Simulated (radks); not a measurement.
Spherical quantum dot in the effective-mass picture: electrons in a parabolic well V = omega^2 r^2 / 2 with omega = 0.115, all in effective atomic units (hartree* = m*/eps^2 hartree, bohr* = eps/m* bohr), one dielectric constant everywhere. Method: non-relativistic Kohn-Sham, PBEsol, spin-polarised, spherical densities; computed with a radial shooting solver with Libxc functionals. Levels are named by radial order and angular momentum (1s, 1p, 1d, 2s, ...), and open shells are averaged over m. Results are scaled to m* = 0.494 and eps = 7, for which hartree* = 274.3 meV and bohr* = 0.7498 nm.

N = 8, configuration 1s2 1p6. This is the lowest configuration that the search found. Occupied levels:

level,occupation,eigenvalue (meV),<r> (nm)
1s,2,353.41,4.219
1p,6,364.61,4.917

Energy (meV): total 1731.94, kinetic 136.81, external 631.99, Hartree 1247.5, exchange-correlation -284.36.

Electron density:

r (nm),n(r) (e/nm^3)
0.447,0.004642
1.19,0.005703
1.94,0.007357
2.68,0.008962
3.43,0.009777
4.18,0.009225
4.92,0.007271
5.67,0.004606
6.41,0.002241
7.16,0.0008072
7.91,0.0002210
8.65,0.00004756
9.40,7.849e-06
